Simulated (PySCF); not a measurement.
O⁺: excitation energy

O⁺ [He] 2s2 2p3 (4S) → O⁺ [He] 2s2 2p2 3s1 (4P), as a difference of total energies. Computed with PySCF 2.14 in dyall-acv3z (15s9p4d2f, 76 functions), with the spin-free X2C one-electron Hamiltonian (Gaussian nucleus). Correlated levels: valence and next inner shell: nothing frozen; virtual orbitals above 40 to 60 times the deepest correlated orbital energy dropped. The calculations carry no spin-orbit coupling.

```
                                method  excitation energy (cm⁻¹)  error (cm⁻¹)
                                   UHF                    183390         -2014
    MP2 (valence and next inner shell)                    186610         +1209
SCS-MP2 (valence and next inner shell)                    184830          -568
   CCSD (valence and next inner shell)                    185060          -343
CCSD(T) (valence and next inner shell)                    184900          -500
```

Reference: 185400 cm⁻¹ (measured; NIST levels, between the centres of gravity of the two terms).

Errors of the correlated levels include the incompleteness of this basis.
